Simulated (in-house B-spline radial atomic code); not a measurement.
Configurations of Mg²⁺, with energies counted from [He] 2s2 2p6. Method: Dirac-Hartree-Fock, average of configuration, Fermi nucleus of rms radius 3.057 fm. Calculated with a B-spline radial code for spherical atoms. Energies include first-order Breit, QED and recoil terms.

Occupations are held fixed; configurations that lie above the ionisation limit could autoionise.

```json
{"configuration": "[He] 2s2 2p5 4d1", "E - E(ref) (eV)": "70.76", "highest orbital": "4d3/2", "its <r> (bohr)": "6.753"}
{"configuration": "[He] 2s2 2p5 5s1", "E - E(ref) (eV)": "71.534", "highest orbital": "5s1/2", "its <r> (bohr)": "8.677"}
{"configuration": "[He] 2s2 2p5 5f1", "E - E(ref) (eV)": "73.713", "highest orbital": "5f7/2", "its <r> (bohr)": "10.49"}
{"configuration": "[He] 2s2 2p5 5g1", "E - E(ref) (eV)": "73.715", "highest orbital": "5g9/2", "its <r> (bohr)": "9.167"}
{"configuration": "[He] 2s2 2p5 6d1", "E - E(ref) (eV)": "75.144", "highest orbital": "6d3/2", "its <r> (bohr)": "16.62"}
{"configuration": "[He] 2s2 2p5 6g1", "E - E(ref) (eV)": "75.212", "highest orbital": "6g9/2", "its <r> (bohr)": "14.67"}
{"configuration": "[He] 2s1 2p6 3d1", "E - E(ref) (eV)": "105.63", "highest orbital": "3d3/2", "its <r> (bohr)": "3.32"}
{"configuration": "[He] 2s1 2p6 4f1", "E - E(ref) (eV)": "111.97", "highest orbital": "4f7/2", "its <r> (bohr)": "5.995"}
{"configuration": "[He] 2s1 2p6 5d1", "E - E(ref) (eV)": "114.61", "highest orbital": "5d3/2", "its <r> (bohr)": "11.17"}
{"configuration": "[He] 2s1 2p6 5f1", "E - E(ref) (eV)": "114.73", "highest orbital": "5f7/2", "its <r> (bohr)": "10.49"}
{"configuration": "[He] 2s1 2p6 5g1", "E - E(ref) (eV)": "114.73", "highest orbital": "5g9/2", "its <r> (bohr)": "9.166"}
```

**Question.** Order these further configurations by energy, lowest first.
A. [He] 2s1 2p6 6d1
B. [He] 2s1 2p6 4p1
C. [He] 2s2 2p5 3d1
D. [He] 2s2 2p5 4s1
E. [He] 2s2 2p5 5d1

**Answer.** C (64.638 eV), D (66.3 eV), E (73.603 eV), B (109.3 eV), A (116.16 eV).

**Question.** How far above the reference does [He] 2s1 2p6 3p1 lie?

**Answer.** 98.735 eV; its least bound orbital is 3p3/2 with <r> = 2.678 bohr.

**Question.** How far above the reference does [He] 2s1 2p6 4d1 lie?

**Answer.** 111.76 eV; its least bound orbital is 4d3/2 with <r> = 6.738 bohr.

**Question.** How far above the reference does [He] 2s2 2p5 3s1 lie?

**Answer.** 51.793 eV; its least bound orbital is 3s1/2 with <r> = 2.337 bohr.

**Question.** One of these lies 113.4 eV from the reference. Which?
A. [He] 2s2 2p5 6s1
B. [He] 2s1 2p6 5p1
C. [He] 2s1 2p6 6g1

**Answer.** B.
